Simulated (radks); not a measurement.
Values are calculated unless marked as measured or tabulated.
W IV, configuration [Xe] 4f14 5d3 (the NIST ground configuration).

Code: a radial shooting solver on a logarithmic mesh with Libxc functionals. Model: Dirac Kohn-Sham, PBEsol, spin-unpolarised, spherical densities, point nucleus; open shells are shared between the two j in proportion to 2j + 1.

Energy parts (eV):
part                       energy
total                  -439716.17
kinetic                 495494.58
electron-nucleus      -1096564.63
Hartree                 170047.08
exchange-correlation     -8693.20

Orbitals (lengths in bohr, moments of r in powers of bohr; r(90%) holds 90 % of the orbital's charge):
| orbital | occ. | eigenvalue (eV) | r(90%) | <1/r> | <r> | small-component weight |
|---|---|---|---|---|---|---|
| 1s1/2 | 2 | -69403.54 | 0.0334 | 87.10 | 0.01835 | 7.79e-02 |
| 2s1/2 | 2 | -11994.99 | 0.120 | 21.19 | 0.07695 | 1.76e-02 |
| 2p1/2 | 2 | -11471.75 | 0.106 | 21.15 | 0.06366 | 1.77e-02 |
| 2p3/2 | 4 | -10119.63 | 0.116 | 17.77 | 0.07162 | 1.60e-02 |
| 3s1/2 | 2 | -2784.457 | 0.295 | 7.776 | 0.2006 | 5.81e-03 |
| 3p1/2 | 2 | -2551.545 | 0.287 | 7.690 | 0.1906 | 5.75e-03 |
| 3p3/2 | 4 | -2259.199 | 0.307 | 6.815 | 0.2054 | 5.25e-03 |
| 3d3/2 | 4 | -1867.130 | 0.280 | 6.710 | 0.1797 | 5.14e-03 |
| 3d5/2 | 6 | -1803.540 | 0.286 | 6.503 | 0.1842 | 5.00e-03 |
| 4s1/2 | 2 | -597.1397 | 0.646 | 3.269 | 0.4495 | 1.92e-03 |
| 4p1/2 | 2 | -500.6084 | 0.662 | 3.158 | 0.4547 | 1.82e-03 |
| 4p3/2 | 4 | -432.7709 | 0.710 | 2.853 | 0.4880 | 1.63e-03 |
| 4d3/2 | 4 | -274.2751 | 0.757 | 2.638 | 0.5049 | 1.44e-03 |
| 4d5/2 | 6 | -261.7768 | 0.774 | 2.565 | 0.5163 | 1.39e-03 |
| 5s1/2 | 2 | -107.7894 | 1.53 | 1.268 | 1.064 | 4.30e-04 |
| 5p1/2 | 2 | -79.0424 | 1.70 | 1.141 | 1.168 | 3.56e-04 |
| 5p3/2 | 4 | -69.0155 | 1.84 | 1.036 | 1.266 | 3.06e-04 |
| 4f5/2 | 6 | -63.4204 | 0.997 | 2.102 | 0.6017 | 9.83e-04 |
| 4f7/2 | 8 | -61.1786 | 1.01 | 2.071 | 0.6112 | 9.61e-04 |
| 5d3/2 | 1.2 | -31.6847 | 2.62 | 0.7456 | 1.726 | 1.62e-04 |
| 5d5/2 | 1.8 | -30.7190 | 2.69 | 0.7245 | 1.771 | 1.54e-04 |

The highest occupied level is 5d5/2 at -30.719 eV. For comparison, the ionisation energy in NIST's Atomic Spectra Database is 38.2 eV (semi-empirical). In exact Kohn-Sham theory the highest level is minus the ionisation energy, but local and semilocal functionals leave it too shallow, through self-interaction and a potential that decays too fast; potentials with the right tail come closer. The density falls to 0.001 e/bohr^3 at r = 3.42 bohr. Summed over all electrons, <r^2> = 35.89 bohr^2, which gives a Langevin (diamagnetic) susceptibility term of -28.4 x 10^-6 cm^3/mol.

Beside tabulated values, note that spin-unpolarised runs miss the spin-polarisation part of the exchange energy of open shells.
